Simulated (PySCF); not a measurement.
A structure optimised at TPSSh-D3(BJ)/def2-SVP, used in a PySCF frequency run:

```xyz
6

Al    -0.0147    -0.0060     0.0000
F     -1.6303     0.3851     0.0000
O      0.3955    -1.6495     0.0000
H      1.3061    -1.9653     0.0000
O      1.1763     1.2033     0.0000
H      0.9836     2.1479     0.0000
```
Charge 0, spin multiplicity 1.

**Question.** Write its SMILES, formula and point group.

**Answer.** [OH][Al]([OH])[F], AlFH2O2, Cs

**Question.** What are its rotational constants (standard atomic weights)?

**Answer.** 6.5137, 6.4694, 3.2457 GHz
